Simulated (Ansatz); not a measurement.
The cluster Al2Te4⁻. The state is a doublet with charge -1. Geometry PBE-D4/def2-SVPD.

```
atom    x (Å)    y (Å)    z (Å)
 Al1   0.3728  -0.1356  -1.9193
 Al2  -0.6761   0.7314   0.9523
 Te3   1.5664  -0.6261   0.5959
 Te4  -2.0685   0.6602  -1.1867
 Te5  -0.2414   1.9955   2.9924
 Te6   1.0469  -2.6254  -1.4346
```

In the def2 sets Te takes a core potential; there is no spin–orbit coupling. HSE06 is defined as in plane-wave codes, on full-range PBE exchange. Another isomer (doublet) lies 1.03 eV lower at PBE0-D4/def2-SVP; other spin states weren't run for this one.

Task: Estimate the α-spin orbital energies around the gap (eV) in Ansatz with LDA (SPW92)/def2-SVP, revPBE-D4/def2-SVP, r2SCAN-D4/def2-SVP, PBE0-D4/def2-SVP, HSE06-D4/def2-SVP.

Result: 
```
orbital  LDA (SPW92)/def2-SVP  revPBE-D4/def2-SVP  r2SCAN-D4/def2-SVP  PBE0-D4/def2-SVP  HSE06-D4/def2-SVP
 HOMO−9                 -4.49               -4.29               -4.73             -5.46              -5.07
 HOMO−8                 -3.66               -3.48               -3.91             -4.72              -4.31
 HOMO−7                 -3.54               -3.36               -3.78             -4.55              -4.15
 HOMO−6                 -3.18               -2.98               -3.35             -4.01              -3.64
 HOMO−5                 -3.00               -2.81               -3.21             -3.91              -3.53
 HOMO−4                 -2.23               -2.05               -2.42             -3.13              -2.75
 HOMO−3                 -1.95               -1.77               -2.14             -2.89              -2.49
 HOMO−2                 -1.71               -1.50               -1.81             -2.40              -2.04
 HOMO−1                 -1.38               -1.18               -1.47             -2.07              -1.71
   HOMO                 -1.14               -1.07               -1.45             -2.05              -1.68
   LUMO                 -0.09                0.17                0.03              0.58               0.25
 LUMO+1                  1.02                1.27                1.26              1.77               1.42
 LUMO+2                  1.70                1.90                1.86              2.39               2.04
 LUMO+3                  1.87                2.15                2.21              2.70               2.34
 LUMO+4                  2.37                2.62                2.71              3.15               2.80
 LUMO+5                  2.92                3.13                3.19              3.64               3.30
 β HOMO                 -1.36               -1.16               -1.45             -2.06              -1.70
 β LUMO                 -0.45               -0.02                0.06              0.42               0.06
```
